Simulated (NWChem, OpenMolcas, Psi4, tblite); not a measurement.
## A ladder of methods for SeO2 (SMILES O=[Se]=O)

SeO2 has 3 atoms, charge 0, and is taken as a singlet. SMILES: `O=[Se]=O`. Geometry: relaxed at PBE0-D4/def2-TZVP.

```xyz
3

O     0.4500   -1.2914    0.0948
Se   -0.5159   -0.0677   -0.2613
O     0.0659    1.3591    0.1664
```

Each level gives the dipole moment (D). The values are calculated.

Measured value to compare with: NIST CCCBDB gives the dipole moment of the gas as 2.62 D.

| level | kind | program | value (D) | computed − measured | CPU time |
| --- | --- | --- | --- | --- | --- |
| GFN2-xTB | semi-empirical | tblite | 2.99 | +0.37 | under 2 s |
| HF/def2-TZVPP | Hartree–Fock | NWChem | 3.40 | +0.78 | 32 s |
| SVWN5/def2-TZVPP | LDA | OpenMolcas | 2.63 | +0.01 | 26 s |
| BLYP/def2-TZVPP | GGA | Psi4 | 2.66 | +0.04 | 18 s |
| M06-L/def2-TZVPP | meta-GGA | OpenMolcas | 2.67 | +0.05 | 37 s |
| PBE0/def2-TZVPP | global hybrid | OpenMolcas | 2.80 | +0.18 | 27 s |
| HSE06/def2-TZVPP | range-separated hybrid | Psi4 | 2.81 | +0.19 | 91 s |

Nearest: SVWN5/def2-TZVPP (+0.01 D); farthest: HF/def2-TZVPP (+0.78 D). The measured dipole is a vibrational average, so differences of a few hundredths of a debye mean little. Computed less measured by kind, in D (of the ab initio rows, those in def2-TZVPP): semi-empirical +0.37; Hartree–Fock +0.78; LDA +0.01; GGA +0.04; meta-GGA +0.05; global hybrid +0.18; range-separated hybrid +0.19. All-electron rows without a relativistic Hamiltonian named are non-relativistic. Magnitudes only. Times are those of the runs behind each value, whatever else they computed, on shared processors of several kinds: orders of magnitude only.
